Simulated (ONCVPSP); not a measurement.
**Which change was made? (Mn, ONCV)**

Mn (Z = 25), optimised norm-conserving Vanderbilt (ONCV), made with ONCVPSP 4.0.1 (LDA (Perdew-Wang 92), scalar-relativistic). Core [Ar], reference 3d6 4s1. Waves: 4s: rc 2.70 bohr, ncon 3, nbas 7, qcut 3 1/bohr, 1 projector; p scattering state at 0.07 Ha: rc 2.10 bohr, ncon 4, nbas 9, qcut 4.6 1/bohr, 2 projectors, debl 3.2 Ha; 3d: rc 1.00 bohr, ncon 4, nbas 8, qcut 11.3 1/bohr, local. Local part: the d channel. Core correction: polynomial model core, fcfact 0.6.

Cutoffs, loose and tight: the cutoffs (Ha) at which the residual kinetic energy of the hardest occupied pseudo-wave falls to 1 and 0.1 mHa per electron. They do not see the model core or the augmentation charge, which bear on the density cutoff. Test errors are all-electron minus pseudo excitation energies from the reference, over the configurations 3d5 4s2; 3d5 4s1; 3d5 4s0; 3d4 4s2 4p1; variants that change the core or the reference have their own tests. The largest error is taken over the tests solved by every variant that gives reliable tests at all, those not shown here included: 3d5 4s0; 3d5 4s1; 3d5 4s2.

The base gives: outcome: generated; cutoff, loose: 85 Ha; cutoff, tight: 226 Ha; bound ghosts: s; GHOST(+) flags above zero: p; largest test error (meV): -98.

Problem. After one change the result is: outcome: generated; cutoff, loose: 169 Ha; cutoff, tight: 288 Ha; bound ghosts: s; GHOST(+) flags above zero: p; largest test error (meV): -99. Which change was it?
A. s: qcut 2.4; p: qcut 3.7; d: qcut 9.1
B. d: ncon 5, nbas 9
C. reference 3d5 4s2

Solution. B. The others give: reference 3d5 4s2 → outcome: generated; cutoff, loose: 90 Ha; cutoff, tight: 227 Ha; bound ghosts: s, p; GHOST(+) flags above zero: none; largest test error (meV): -206 over the solved tests; 1 of 4 tests not solved or not reliable | s: qcut 2.4; p: qcut 3.7; d: qcut 9.1 → outcome: generated; cutoff, loose: 224 Ha; cutoff, tight: 261 Ha; bound ghosts: s; GHOST(+) flags above zero: p; largest test error (meV): -110.
